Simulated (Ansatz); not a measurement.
Ansatz (an electronic-structure program) input (B3LYP/6-31G* with LANL2DZ past Ar): The .json file joins the Basis Set Exchange's 6-31G* for atoms up to Ar and LANL2DZ past it.

Ansatz 0.2 input:
```yaml
crystal:
  periodic: [false, false, false]
  atoms:
    - {symbol: C, position_ang: [-1.55014401, 0.01612694, -0.03329130]}
    - {symbol: Se, position_ang: [0.44456922, -0.00462508, 0.00954768]}
    - {symbol: H, position_ang: [-1.92706299, -0.59608292, -0.85700175]}
    - {symbol: H, position_ang: [-1.92491067, 1.03442984, -0.16736923]}
    - {symbol: H, position_ang: [-1.96251570, -0.37785583, 0.89949748]}
basis:
  gaussian:
    orbitals: 6-31Gs+LANL2DZ.json
hamiltonian:
  xc: {name: B3LYP}
total_charge: -1
relax: {f_tol: 0.003, max_steps: 120}
```

**Question.** Predict the final energy.

**Answer.** -49.15608 Eh.
